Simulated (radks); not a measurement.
The numbers below are computed, except where a source is named.
Ionisation ladder of erbium, from Er22+ to Er43+. Each ion is in the ground configuration listed by NIST, and IE = E(next ion) - E(this ion). Level of theory: scalar-relativistic Kohn-Sham, exchange-only LDA, spin-polarised, spherical densities, point nucleus; open shells are filled with parallel spins first (spin-orbit coupling, left out, can overturn this in heavy ions) (a radial shooting solver on a logarithmic mesh with Libxc functionals).

| species | configuration | IE, Delta-SCF (eV) | -e(HOMO) (eV) | HOMO | <r> HOMO (bohr) |
|---|---|---|---|---|---|
| Er22+ | [Kr] 4d10 | 771.33 | 750.89 | 4d | 0.521 |
| Er23+ | [Kr] 4d9 | 813.29 | 792.60 | 4d down | 0.516 |
| Er24+ | [Kr] 4d8 | 855.74 | 834.83 | 4d down | 0.511 |
| Er25+ | [Kr] 4d7 | 898.65 | 877.53 | 4d down | 0.506 |
| Er26+ | [Kr] 4d6 | 941.95 | 920.66 | 4d down | 0.501 |
| Er27+ | [Kr] 4d5 | 997.54 | 975.48 | 4d up | 0.495 |
| Er28+ | [Kr] 4d4 | 1042.9 | 1020.6 | 4d up | 0.491 |
| Er29+ | [Kr] 4d3 | 1088.7 | 1066.2 | 4d up | 0.486 |
| Er30+ | [Kr] 4d2 | ? | 1112.2 | 4d up | 0.482 |
| Er31+ | [Kr] 4d1 | 1181.5 | 1158.6 | 4d up | 0.477 |
| Er32+ | [Kr] | 1387.1 | 1364.4 | 4p | 0.472 |
| Er33+ | [Ar] 3d10 4s2 4p5 | 1433.9 | 1411.3 | 4p down | 0.469 |
| Er34+ | [Ar] 3d10 4s2 4p4 | ? | 1457.9 | 4p down | 0.466 |
| Er35+ | [Ar] 3d10 4s2 4p3 | 1540.2 | 1516.7 | 4p up | 0.463 |
| Er36+ | [Ar] 3d10 4s2 4p2 | 1588.5 | 1565.1 | 4p up | 0.460 |
| Er37+ | [Ar] 3d10 4s2 4p1 | 1636.3 | 1613.2 | 4p up | 0.457 |
| Er38+ | [Ar] 3d10 4s2 | ? | 1788.5 | 4s | 0.444 |
| Er39+ | [Ar] 3d10 4s1 | 1865.3 | 1842.8 | 4s up | 0.442 |
| Er40+ | [Ar] 3d10 | 3171.0 | 3116.6 | 3d | 0.197 |
| Er41+ | [Ar] 3d9 | 3283.4 | 3228.4 | 3d down | 0.196 |
| Er42+ | [Ar] 3d8 | ? | 3341.4 | 3d down | 0.194 |
| Er43+ | [Ar] 3d7 | 3511.3 | 3455.4 | 3d down | 0.192 |

Estimate the withheld Delta-SCF values.

Answer. Er30+: 1134.9 eV (NIST 1142); Er34+: 1480.2 eV (NIST 1468); Er38+: 1810.7 eV (NIST 1803); Er42+: 3396.8 eV (NIST 3381).
